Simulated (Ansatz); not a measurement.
GeH6OSSi, SMILES `O[SiH2][S][GeH3]`, relaxed with RKS PBE0-D4/def2-TZVP in Ansatz from a PBE-D4/def2-SVP geometry. The force threshold is 0.005 eV/Å; the program also tests the step.

The species carries charge 0 and has multiplicity 1.

Start:

```xyz
10

O    -1.269    0.800   -1.966
Si   -1.395   -0.144   -0.585
S    -0.632    0.810    1.203
Ge    1.448   -0.056    1.168
H    -0.367    1.092   -2.188
H    -0.668   -1.456   -0.741
H    -2.863   -0.346   -0.392
H     1.410   -1.557    1.550
H     2.272    0.752    2.201
H     2.064    0.104   -0.250
```

| step | energy (eV) | largest force (eV/Å) | largest move (Å) |
| --- | --- | --- | --- |
| 1 | -77363.7221 | 0.737 | 0.000 |
| 2 | -77363.7667 | 0.403 | 0.061 |
| 3 | -77363.7734 | 0.119 | 0.015 |
| 4 | -77363.7745 | 0.051 | 0.010 |
| 5 | -77363.7750 | 0.080 | 0.038 |
| 6 | -77363.7756 | 0.025 | 0.025 |
| 7 | -77363.7756 | 0.004 | 0.005 |

End:

```xyz
10

O    -1.224    0.760   -1.930
Si   -1.378   -0.148   -0.572
S    -0.624    0.807    1.178
Ge    1.428   -0.056    1.145
H    -0.359    1.121   -2.135
H    -0.663   -1.445   -0.717
H    -2.832   -0.346   -0.398
H     1.382   -1.541    1.531
H     2.243    0.752    2.161
H     2.028    0.097   -0.264
```

Run time 16 s (4 threads of an INTEL XEON PLATINUM 8581C on a shared host); peak host memory 0.6 GiB.
